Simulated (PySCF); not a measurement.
CH2NO, SMILES C(=[OH+])=N, charge +1.

The structure is a stationary point at B3LYP-D3(BJ)/def2-TZVP. The isomer is the one that the SMILES or the coordinates give; other isomers of the formula were not compared.

Two levels are set side by side: TDA-PBE/def2-SVPD (PySCF) and TDA-B3LYP/def2-SVPD (PySCF). Vertical, same geometry. The lowest singlet is HOMO→LUMO 99 % with PBE and HOMO→LUMO 99 % with the other functional; states are paired by order. Differences are taken from unrounded values.

```
quantity                               TDA-B3LYP
-------------------------------------  ---------
lowest singlet excitation (eV)              7.72
lowest triplet excitation (TDA) (eV)        7.07
first bright state (f over 0.05) (eV)      12.03
its oscillator strength                     0.10
```

**Question.** What does TDA-PBE give, and how far is it from TDA-B3LYP? (Estimate from the structure and the level; the computed values follow.)

**Answer.** 
```csv
quantity,TDA-PBE,TDA-PBE minus TDA-B3LYP
lowest singlet excitation (eV),7.65,-0.07
lowest triplet excitation (TDA) (eV),7.08,0.01
first bright state (f over 0.05) (eV),11.67,-0.37
its oscillator strength,0.08,-0.03
```

Rough cost on one machine, each run with all the roots and properties that it gave: TDA-B3LYP against TDA-PBE within a factor of 2.
